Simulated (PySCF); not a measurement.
Li, charge -1, singlet (in this run its highest filled SCF level lies above zero, so its values depend strongly on the basis, on diffuse functions most of all); BLYP/3-21G (PySCF).

Input for PySCF:
```python
from pyscf import gto, scf, dft

mol = gto.Mole()
mol.atom = '''
    Li    0.00000000    0.00000000    0.00000000
'''
mol.basis = '3-21g'
mol.charge = -1
mol.verbose = 4
mol.build()

mf = dft.RKS(mol)
mf.xc = 'blyp'
mf.damp = 0.5
mf.diis_start_cycle = 5
mf.kernel()
mf.analyze()
```

**Question.** What does PySCF print? Leave out banner, timings and long lists.

**Answer.** 
```
PySCF version 2.14.0

[INPUT] verbose = 4
[INPUT] num. atoms = 1
[INPUT] num. electrons = 4
[INPUT] charge = -1
[INPUT] spin (= nelec alpha-beta = 2S) = 0
[INPUT] symmetry False subgroup None
[INPUT] Mole.unit = angstrom
[INPUT] Symbol           X                Y                Z      unit          X                Y                Z       unit  Magmom
[INPUT]  1 Li     0.000000000000   0.000000000000   0.000000000000 AA    0.000000000000   0.000000000000   0.000000000000 Bohr   0.0

nuclear repulsion = 0
number of shells = 5
number of NR pGTOs = 15
number of NR cGTOs = 9
basis = 3-21g
ecp = {}

******** <class 'pyscf.dft.rks.RKS'> ********
method = RKS
initial guess = minao
damping factor = 0.5
level_shift factor = 0
DIIS = <class 'pyscf.scf.diis.CDIIS'>
diis_start_cycle = 5
diis_space = 8
diis_damp = 0
SCF conv_tol = 1e-09
SCF conv_tol_grad = None
SCF max_cycles = 50
direct_scf = True
direct_scf_tol = 1e-13
XC library pyscf.dft.libxc version 7.1.2
    S. Lehtola, C. Steigemann, M. J. T. Oliveira, and M. A. L. Marques,  SoftwareX 7, 1–5 (2018)
XC functionals = blyp
    A. D. Becke,  Phys. Rev. A 38, 3098 (1988)
    C. Lee, W. Yang, and R. G. Parr,  Phys. Rev. B 37, 785 (1988)
    B. Miehlich, A. Savin, H. Stoll, and H. Preuss,  Chem. Phys. Lett. 157, 200 (1989)
radial grids:
    Treutler-Ahlrichs [JCP 102, 346 (1995); DOI:10.1063/1.469408] (M4) radial grids

becke partition: Becke, JCP 88, 2547 (1988); DOI:10.1063/1.454033
pruning grids: <function nwchem_prune>
grids dens level: 3
symmetrized grids: False
atomic radii adjust function: <function treutler_atomic_radii_adjust>
small_rho_cutoff = 0
Set gradient conv threshold to 3.16228e-05
Initial guess from minao.
tot grids = 13728
init E= -7.41277783884771
  HOMO = -0.0998469867800399  LUMO = -0.0344650992662543  gap/eV = 1.77913
cycle= 1 E= -7.42103685328058  delta_E= -0.00826  |g|= 0.0883  |ddm|= 0.706
  HOMO = -0.00167668588409634  LUMO = 0.05164073549797  gap/eV = 1.45084
cycle= 2 E= -7.43484122005925  delta_E= -0.0138  |g|= 0.0288  |ddm|= 0.644
  HOMO = 0.0360697711009436  LUMO = 0.0849997070806723  gap/eV = 1.33145
cycle= 3 E= -7.43630410592847  delta_E= -0.00146  |g|= 0.00964  |ddm|= 0.233
  HOMO = 0.0517796929063883  LUMO = 0.0992764310489375  gap/eV = 1.29245
cycle= 4 E= -7.43646224307355  delta_E= -0.000158  |g|= 0.00358  |ddm|= 0.0785
  HOMO = 0.0655452847146966  LUMO = 0.112111107777747  gap/eV = 1.26712
cycle= 5 E= -7.43648133969227  delta_E= -1.91e-05  |g|= 0.00106  |ddm|= 0.0532
  HOMO = 0.0642897958048052  LUMO = 0.111188080576131  gap/eV = 1.27617
cycle= 6 E= -7.43648312931006  delta_E= -1.79e-06  |g|= 0.000356  |ddm|= 0.017
  HOMO = 0.0645884435391254  LUMO = 0.111406238225663  gap/eV = 1.27398
cycle= 7 E= -7.43648334101509  delta_E= -2.12e-07  |g|= 1.98e-06  |ddm|= 0.00414
  HOMO = 0.064590653954274  LUMO = 0.111407921725829  gap/eV = 1.27396
cycle= 8 E= -7.4364833410227  delta_E= -7.61e-12  |g|= 3.83e-09  |ddm|= 2.52e-05
  HOMO = 0.0645906526203979  LUMO = 0.111407921157397  gap/eV = 1.27396
Extra cycle  E= -7.4364833410227  delta_E= -8.88e-16  |g|= 1.33e-09  |ddm|= 6.5e-08
converged SCF energy = -7.4364833410227
**** SCF Summaries ****
Total Energy =                          -7.436483341022701
Nuclear Repulsion Energy =               0.000000000000000
One-electron Energy =                  -10.286849159467129
Two-electron Energy =                    2.850365818444428
Two-electron Coulomb Energy =            4.778443617948043
DFT Exchange-Correlation Energy =       -1.928077799503615
HOMO-LUMO gap [eV] =                     1.273962766562282
**** MO energy ****
MO #1   energy= -1.65886584276575  occ= 2
MO #2   energy= 0.0645906526203979 occ= 2
MO #3   energy= 0.111407921157397  occ= 0
MO #4   energy= 0.111407921157397  occ= 0
MO #5   energy= 0.111407921157397  occ= 0
MO #6   energy= 0.251354102907302  occ= 0
MO #7   energy= 0.251354102907303  occ= 0
MO #8   energy= 0.251354102907303  occ= 0
MO #9   energy= 0.253111718677162  occ= 0
 ** Mulliken pop on meta-lowdin orthogonal AOs  **
 ** Mulliken pop  **
pop of  0 Li 1s           1.99922
pop of  0 Li 2s           1.91635
pop of  0 Li 3s           0.08443
pop of  0 Li 2px          0.00000
pop of  0 Li 2py          0.00000
pop of  0 Li 2pz          0.00000
pop of  0 Li 3px          0.00000
pop of  0 Li 3py          0.00000
pop of  0 Li 3pz          0.00000
 ** Mulliken atomic charges  **
charge of    0Li =     -1.00000

WARN: System has nonzero charge -1; the dipole moment is origin-dependent.
Location of origin: [0. 0. 0.]

Dipole moment(X, Y, Z, Debye):  0.00000, -0.00000, -0.00000
```
